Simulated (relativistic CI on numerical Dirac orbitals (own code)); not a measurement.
# Level scheme of Ta⁴³⁺

Method of calculation: Dirac-Coulomb-Breit CI, KLI orbitals optimised for each configuration, model QED (radiative potential, 1s self-energy scaled to tabulated hydrogen-like ionisation energies), unscaled Slater integrals (own radial code, finite nucleus).

CI space (outside the closed core [Ar]): 3d¹⁰4s², 3d¹⁰4s4p, 3d¹⁰4p², 3d¹⁰4s4d, 3d¹⁰4s4f, 3d¹⁰4d², 3d¹⁰4p4d, 3d¹⁰4f², 3d¹⁰4p4f, 3d¹⁰4d4f, 3d¹⁰4s5s, 3d¹⁰4s5p, 3d¹⁰4s5d, 3d¹⁰4s5f, 3d¹⁰4s5g, 3d¹⁰4s6s, 3d¹⁰4s6p, 3d¹⁰4s6d, 3d¹⁰4s6f, 3d¹⁰4s7s, 3d⁹4s²4p, 3d⁹4s²4d, 3d⁹4s²4f, 3d⁹4s²5s, 3d⁹4s²5p, 3d⁹4s²5d. Double excitations out of closed p, d and f shells are left out; levels of such configurations are missing from the list, as are those of other unlisted configurations, and high levels can miss mixing partners. These lack a partner that the ground configuration has and come out too high: 3d⁹4s²4p, 3d⁹4s²4d, 3d⁹4s²4f, 3d⁹4s²5s, 3d⁹4s²5p.

```csv
No.,Configuration,Term,J,E (10³ cm⁻¹),%,Next component (%)
1,3d¹⁰4s²,¹S,0,0.0,99,1 3d¹⁰4p² ¹S
2,3d¹⁰4s4p,³P°,0,675.7,100,
3,3d¹⁰4s4p,³P°,1,731.6,77,23 ¹P°
4,3d¹⁰4s4p,³P°,2,1425.5,100,
5,3d¹⁰4p²,³P,0,1555.0,71,29 ¹S
6,3d¹⁰4s4p,¹P°,1,1566.5,76,23 ³P°
7,3d¹⁰4p²,³P,1,2253.7,100,
8,3d¹⁰4p²,¹D,2,2263.6,63,33 ³P
9,3d¹⁰4s4d,³D,1,2681.0,100,
10,3d¹⁰4s4d,³D,2,2707.4,79,18 ¹D
11,3d¹⁰4s4d,³D,3,2838.7,100,
12,3d¹⁰4s4d,¹D,2,2876.6,56,22 3d¹⁰4p² ³P
13,3d¹⁰4p²,³P,2,3070.8,42,34 ¹D
14,3d¹⁰4p²,¹S,0,3100.3,70,29 ³P
15,3d¹⁰4p4d,³F°,2,3393.2,76,19 ¹D°
16,3d¹⁰4p4d,³D°,1,3533.3,54,27 ¹P°
17,3d¹⁰4p4d,³F°,3,3625.4,58,21 ¹F°
18,3d¹⁰4p4d,³P°,2,3628.7,47,32 ³D°
19,3d¹⁰4s4f,¹F°,3,4115.1,37,31 ³F°
20,3d¹⁰4s4f,³F°,2,4148.3,82,9 3d¹⁰4p4d ³D°
21,3d¹⁰4s4f,³F°,4,4171.6,85,15 3d¹⁰4p4d ³F°
22,3d¹⁰4s4f,³F°,3,4200.4,66,25 ¹F°
23,3d¹⁰4p4d,³D°,2,4211.9,39,24 ¹D°
24,3d¹⁰4p4d,³P°,0,4228.6,100,
25,3d¹⁰4p4d,³P°,1,4238.5,64,33 ³D°
26,3d¹⁰4p4d,³D°,3,4291.6,46,24 ³F°
27,3d¹⁰4p4d,³F°,4,4324.3,85,15 3d¹⁰4s4f ³F°
28,3d¹⁰4p4d,³P°,2,4358.5,49,33 ¹D°
29,3d¹⁰4p4d,¹P°,1,4480.1,70,18 ³P°
30,3d¹⁰4p4d,¹F°,3,4495.2,53,32 ³D°
```

Energies count from the lowest computed level; ° marks odd parity.

The mean weight of the leading LS term, summed over parents, in these 30 levels is 71 %, and that of the leading jj configuration (from the same eigenvectors) 90 %, so jj coupling describes them better and the LS labels are nominal.

At this charge energies of transitions that change n are usually good to better than 1 %, and those within a shell (Δn = 0) to a few per cent.

LS names give the leading component of a level, which can be under half, so a name can repeat, a term be missing and a line seem to break the LS rules.
